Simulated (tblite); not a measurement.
Compound: C7H14FNSi.
Atom-mapped SMILES: `[F:1][CH2:2][Si@@H:3]1[CH2:4][C@H:5]([CH:6]2[CH2:7][CH2:8][CH2:9]2)[NH:10]1` (hydrogens: H11, H12 on C2; H13 on Si3; H14, H15 on C4; H16 on C5; H17 on C6; H18, H19 on C7; H20, H21 on C8; H22, H23 on C9; H24 on N10)

Geometry (GFN2-xTB, Å), atoms numbered from 1 in this order:
```
atom  x, y, z in Å
F1    -4.3482    0.9749   -0.5973
C2    -2.9777    1.0837   -0.7269
Si3   -2.1706   -0.6238   -0.4133
C4    -1.1163   -0.9968    1.1321
C5     0.0824   -1.2057    0.1911
C6     1.3364   -0.4360    0.5829
C7     2.4722   -0.4217   -0.4594
C8     2.3710    1.1083   -0.5496
C9     1.2398    1.0975    0.4896
N10   -0.5669   -0.7065   -1.0177
H11   -2.7961    1.4384   -1.7435
H12   -2.6652    1.8612   -0.0273
H13   -3.1654   -1.6502   -0.7485
H14   -1.3800   -1.8805    1.7016
H15   -0.9511   -0.1772    1.8243
H16    0.3373   -2.2697    0.0955
H17    1.6553   -0.7963    1.5636
H18    3.4263   -0.7893   -0.0874
H19    2.2362   -0.9480   -1.3821
H20    3.2692    1.6342   -0.2321
H21    2.0766    1.4820   -1.5278
H22    0.2822    1.4446    0.1081
H23    1.4706    1.6219    1.4144
H24   -0.1294   -0.8253   -1.9160
```

Computed with GFN2-xTB (tblite): harmonic, unscaled wavenumbers at the GFN2-xTB geometry, gas phase. This tight-binding method is rough: wavenumbers can miss measured ones by several per cent, in bad cases by 10 to 20. Modes of hydrogen on silicon can be 10 to 20 % off. One conformer, not necessarily the lowest. The optimisation stopped once no atom felt more than 0.01 eV/Å.

Lowest wavenumbers of the output (negative numbers stand for imaginary wavenumbers):
```
mode    cm-1
  1     -26.1
  2      31.5
  3      42.4
  4      75.3
  5     141.9
  6     166.3
  7     200.6
  8     251.1
```

Problem. Is this structure a minimum?

Solution. Not by this Hessian. 1 mode is imaginary beyond 20i (26i cm⁻¹), so at this level the point lies at or near a first-order saddle. The curvature is small, so loose convergence or finite differences may be the whole cause.

Problem. Which atoms move in the imaginary mode?

Solution. 26i: C8 (four-membered-ring carbon) 38 %, H21 (methylene hydrogen) 16 %, H20 (methylene hydrogen) 13 %. These are shares of the mass-weighted motion.

Problem. What is the remedy?

Solution. Step along that mode in both directions, optimise again with tighter thresholds and repeat the frequencies. The zero-point energy of this point (124.6 kcal/mol) counts the 65 real modes alone, and thermal corrections from it aren't those of a minimum.

Hardware: an Intel Xeon at 2.50 GHz with one thread, shared host with 64 logical CPUs at a one-minute load of 58. Cost: 5.2 s wall, 4.0 s CPU. The figure is for the frequency step alone.
